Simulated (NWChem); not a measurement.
## Total energies of isocyanic acid (CHNO)

```xyz
4

N      1.1600    -0.0732     0.0000
C     -0.0468     0.0195     0.0000
O     -1.2104    -0.0341     0.0000
H      1.8440     0.6681     0.0000
```
Charge 0, spin multiplicity 1.

The numbers come from NWChem runs, not from measurements. The geometry was optimised at PBE0/def2-SVP, a minimum by its harmonic frequencies.

Basis set: cc-pVDZ (47 functions).

| method | total energy (Ha) |
|---|---|
| RHF | -167.77812 |
| MP2 | -168.24396 |
| B2PLYP | -168.54426 |
| PBE | -168.51338 |
| B3LYP | -168.69272 |
| PBE0 | -168.50845 |
| CCSD(T) | -168.26666 |

Total energies of different functionals aren't comparable as a measure of quality: only differences taken within one method are. 

The correlated methods keep 3 core orbitals frozen. B3LYP has NWChem's definition, with VWN1-RPA local correlation. Coupled-cluster values serve here as a point of comparison, not as the truth.
